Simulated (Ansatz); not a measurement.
`N=[CH][Al]1[CH2][CH2]1` + NH₃ → `[NH2][Al]1[CH2][CH2]1` + `C=N` at 600 K and 1 bar (ligand exchange at the Al–C bond).

Gas-phase electronic energies from Ansatz, PBE0-D4/def2-TZVP geometries. CCSD(T)/CBS is the MP2 limit (def2-TZVPP, def2-QZVPP) plus CCSD(T) − MP2 in def2-TZVPP, frozen cores. This one scheme is used for every species. One conformer a species, not always the lowest.

```csv
species,CCSD(T)/CBS energy (Eh),H − E (kJ/mol),S (J/(mol·K))
`N=[CH][Al]1[CH2][CH2]1`,-414.38872,277.3,436.9
NH₃,-56.50880,112.4,219.5
`[NH2][Al]1[CH2][CH2]1`,-376.41160,258.3,392.3
`C=N`,-94.52360,129.6,259.4
```

H − E and S are ideal-gas, rigid-rotor, harmonic terms from PBE0-D4/def2-TZVP, for one conformer and one mirror image of each species. 1 Eh = 2625.50 kJ/mol, R = 8.31446 J/(mol·K).

By hand: ΔE, ΔH, ΔS and ΔG.

ΔE = (-376.41160) + (-94.52360) − (-414.38872) − (-56.50880) = -0.03768 Eh = -98.9 kJ/mol. Δ(H − E) = 258.3 + 129.6 − 277.3 − 112.4 = -1.8, so ΔH = -100.7 kJ/mol. ΔS = 392.3 + 259.4 − 436.9 − 219.5 = -4.7 J/(mol·K). ΔG = -100.7 − 600 × (-4.7)/1000 = -97.9 kJ/mol.

By hand: the equilibrium constant, and the temperature at which ΔG would vanish if ΔH and ΔS stayed fixed.

log₁₀ K = −ΔG/(RT ln 10) = 8.5. ΔG = 0 at ΔH/ΔS = 21426 K, far beyond where these terms or the molecules hold.

The number of gas molecules stays the same, so ΔS is small and ΔH decides. A doubt of 5 kJ/mol in ΔE shifts log₁₀ K by 0.4 here. Other conformers and mirror images would add mixing entropy, several J/(mol·K) or more a flexible species. Modes under 60 cm⁻¹, often nearly free rotors, make the harmonic entropy too high. These are equilibria of isolated gas molecules and say nothing of rates. Largest T1 diagnostic: 0.013 (customary marks: 0.02 for closed shells, 0.045 for open ones).
